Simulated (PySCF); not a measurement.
## Charge on either side of a bond

Species: C6H9PSSi.
SMILES with atom numbers: `[CH3:1]/[C:2]([SiH3:3])=[P:4]\[c:5]1[cH:6][cH:7][s:8][cH:9]1` (hydrogens: H10, H11, H12 on C1; H13, H14, H15 on Si3; H16 on C6; H17 on C7; H18 on C9)

Cartesian coordinates in Å at the GFN2-xTB level; atoms count from 1:
```
atom  x, y, z in Å
C1     1.0170   -1.1589    0.3169
C2     1.3631    0.2404   -0.0783
Si3    3.1885    0.5847   -0.4217
P4     0.2885    1.5284   -0.2457
C5    -1.3446    0.7669    0.0810
C6    -1.9560   -0.2199   -0.7434
C7    -3.1974   -0.5556   -0.3214
S8    -3.6679    0.3219    1.0830
C9    -2.1662    1.1587    1.0940
H10   -0.0083   -1.2558    0.6698
H11    1.6912   -1.4992    1.1037
H12    1.1527   -1.8286   -0.5344
H13    3.6334   -0.2911   -1.5123
H14    3.3584    1.9879   -0.7853
H15    3.9635    0.2544    0.7794
H16   -1.4771   -0.6452   -1.6081
H17   -3.8763   -1.2682   -0.7466
H18   -1.9711    1.8857    1.8577
```

Atomic charges (e) from the PBE0/pcSseg-1 density (PySCF):

```tsv
atom	Mulliken	IAO	Hirshfeld	ESP-fitted
C1	-0.1861	-0.4169	-0.1230	-0.6048
C2	-0.7595	-0.4803	-0.1264	+0.1045
Si3	+0.5749	+0.6046	+0.2928	+0.3483
P4	+0.4913	+0.3646	+0.0942	-0.3323
C5	-0.4038	-0.2314	-0.0792	+0.5183
C6	-0.0129	-0.1811	-0.0693	-0.3259
C7	-0.2520	-0.3170	-0.0811	-0.3028
S8	+0.2557	+0.3478	+0.1105	+0.1055
C9	-0.2237	-0.3169	-0.0848	-0.5104
H10	+0.1546	+0.1542	+0.0334	+0.1719
H11	+0.1343	+0.1523	+0.0475	+0.1782
H12	+0.1352	+0.1559	+0.0483	+0.1763
H13	-0.0844	-0.1214	-0.0778	-0.0951
H14	-0.0825	-0.1077	-0.0731	-0.0729
H15	-0.0849	-0.1215	-0.0770	-0.0946
H16	+0.0895	+0.1639	+0.0549	+0.2059
H17	+0.1328	+0.1757	+0.0562	+0.2405
H18	+0.1217	+0.1754	+0.0534	+0.2894
```

Cut each of the bonds C1–C2, C2–P4, Si3–C2 and C5–P4 in turn and sum the charges on the side of the atom named first.

In e; the other side holds the opposite charge:

| bond cut | piece | atoms | Mulliken | IAO | Hirshfeld | ESP-fitted |
| --- | --- | --- | --- | --- | --- | --- |
| C1–C2 | CH3 | 4 | +0.238 | +0.046 | +0.006 | -0.078 |
| C2–P4 | C2H6Si | 9 | -0.198 | -0.181 | -0.055 | +0.112 |
| Si3–C2 | SiH3 | 4 | +0.323 | +0.254 | +0.065 | +0.086 |
| C5–P4 | C4H3S | 8 | -0.293 | -0.184 | -0.039 | +0.220 |

Extremes among these pieces. Mulliken: lowest C4H3S at C5, highest SiH3 at Si3; IAO: lowest C4H3S at C5, highest SiH3 at Si3; Hirshfeld: lowest C2H6Si at C2, highest SiH3 at Si3; ESP-fitted: lowest CH3 at C1, highest C4H3S at C5.

Do the schemes agree better on the pieces than on the single atoms at the cuts?

The spread between schemes averages 0.350 e for the pieces and 0.645 e for the atoms named first; it is smaller for the piece at 4 of the 4 cuts. On average they agree better on the pieces. The sign differs between schemes (beyond ±0.03 e) for CH3 at C1, C2H6Si at C2 and C4H3S at C5.

One conformer (not necessarily the lowest) at the GFN2-xTB geometry, without solvent, vibrations or thermal averaging.
